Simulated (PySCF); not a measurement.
An excited-state job on `C/C=C/S(C)(=O)=O`.

Computed with TDDFT PBE0/def2-SVPD, vertical, gas phase, core orbitals frozen in the response (PySCF 2.14.0, density-fitted response routines). Geometry: GFN2-xTB. A driver script takes a list of jobs; this job's settings line and coordinates (Å) are shown.

Command:
```bash
OMP_NUM_THREADS=1 python probes_run.py task.json out
```

Input:
```
{"job": {"kind": "uv", "xc": "PBE0", "basis": "def2-SVPD", "nstates": 6, "ntriplets": 2}, "charge": 0, "multiplicity": 1}
C     -2.612366    -0.462694     0.221056
C     -1.200078    -0.498787    -0.244962
C     -0.332378     0.490595    -0.166590
S      1.318340     0.270852    -0.815220
C      2.366965     0.292942     0.669936
O      1.413457    -1.032458    -1.415715
O      1.655113     1.415332    -1.618058
H     -2.857676     0.497009     0.667875
H     -3.278710    -0.645455    -0.620705
H     -2.783043    -1.253664     0.949856
H     -0.857521    -1.422361    -0.694509
H     -0.531942     1.470970     0.227494
H      3.394169     0.173742     0.348898
H      2.066936    -0.532675     1.301488
H      2.234320     1.244642     1.167244
```

Output:
```
coarse grid: 13104 points
cycle   1  E = -704.6634852705  dE =  1.487e+00  |g| = 1.076e+00  |ddm| = 5.703e+00
cycle   2  E = -704.0540266281  dE =  6.095e-01  |g| = 2.084e+00  |ddm| = 3.554e+00
cycle   3  E = -704.8830200218  dE = -8.290e-01  |g| = 1.864e-01  |ddm| = 2.505e+00
cycle   4  E = -704.8907574758  dE = -7.737e-03  |g| = 7.342e-02  |ddm| = 3.932e-01
cycle   5  E = -704.8919576323  dE = -1.200e-03  |g| = 2.593e-02  |ddm| = 1.363e-01
cycle   6  E = -704.8921282256  dE = -1.706e-04  |g| = 4.108e-03  |ddm| = 3.909e-02
cycle   7  E = -704.8921319696  dE = -3.744e-06  |g| = 1.617e-03  |ddm| = 9.362e-03
final grid: 121976 points
cycle   8  E = -704.9826230580  dE = -2.092e-05  |g| = 1.208e-02  |ddm| = 9.908e-02
cycle   9  E = -704.9825806413  dE =  4.242e-05  |g| = 1.850e-02  |ddm| = 3.987e-02
cycle  10  E = -704.9826556127  dE = -7.497e-05  |g| = 2.691e-03  |ddm| = 2.306e-02
cycle  11  E = -704.9826570279  dE = -1.415e-06  |g| = 3.188e-04  |ddm| = 3.507e-03
cycle  12  E = -704.9826570442  dE = -1.628e-08  |g| = 1.879e-04  |ddm| = 6.295e-04
cycle  13  E = -704.9826570512  dE = -6.994e-09  |g| = 3.567e-05  |ddm| = 2.307e-04
cycle  14  E = -704.9826570513  dE = -1.933e-10  |g| = 1.903e-05  |ddm| = 7.477e-05
converged SCF energy = -704.9826570513

Static polarisability (au): isotropic 77.218, principal 65.513 67.215 98.927

Singlet excitations
state   eV       nm        f      main configurations
  1   6.0478    205.0   0.00623   H->L 0.70, H-1->L 0.25
  2   6.4386    192.6   0.02429   H-1->L 0.57, H-2->L 0.29, H->L 0.11
  3   6.9866    177.5   0.07051   H-3->L 0.69, H-2->L 0.25
  4   7.2740    170.4   0.22878   H-4->L 0.38, H-2->L 0.24, H-3->L 0.19
  5   7.4013    167.5   0.17743   H-4->L 0.58, H-2->L 0.13, H-3->L 0.09
  6   7.5435    164.4   0.01157   H->L+1 0.89

Triplet excitations (Tamm-Dancoff, eV): 4.4062 5.7879
```

The SCF starts on a coarse grid where the log names one; the energy can jump when the final grid takes over, and dE then counts from the start density on the new grid. H and L stand for HOMO and LUMO; the number after each pair is its weight.

**Question.** Which computed singlet has the largest oscillator strength, and what do all of them sum to?

**Answer.** State 4 at 7.27 eV (170 nm), f = 0.229; the 6 states sum to 0.519.

In short: HOMO -8.26 eV, LUMO -0.91 eV; lowest singlet 6.05 eV; lowest triplet 4.41 eV (Tamm–Dancoff); mean polarisability 77.2 au.

**Question.** Estimate the wall time. Hardware: one thread, Arm Neoverse N1 (aarch64) (shared host). And the peak memory of the process?

**Answer.** About 66 s (density and orbital grids were written too), with 0.88 GiB resident at the peak, the Python interpreter and its libraries included.

One conformer stands for the species.
Labels such as C1 count atoms from 1, the log's own numbers from 0.
